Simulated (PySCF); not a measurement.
## Electron correlation in Ne²⁺ (neon, charge +2)

[He] 2s2 2p3 3d1, high-spin 5D determinant (an excited configuration). Computed with PySCF 2.14 in x2c-QZVPPall with one added diffuse shell each of s, p, d, f type (8s5p4d3f1g, 73 functions), with scalar relativity by spin-free X2C-1e. Frozen: nothing; 8 electrons correlated.

| level | correlation energy (mhartree) |
| --- | --- |
| CCSD | -156.10 |
| (T) | -1.66 |
| CCSD(T) | -157.76 |

Diagnostics: T1 = 0.0024, D1 = 0.0077, largest double amplitude 0.036.

Q: Is a single reference adequate?

A: Yes: T1 lies below 0.03 and no double amplitude reaches 0.07.

This basis was not built for core-valence correlation, so the inner-shell part is incomplete.
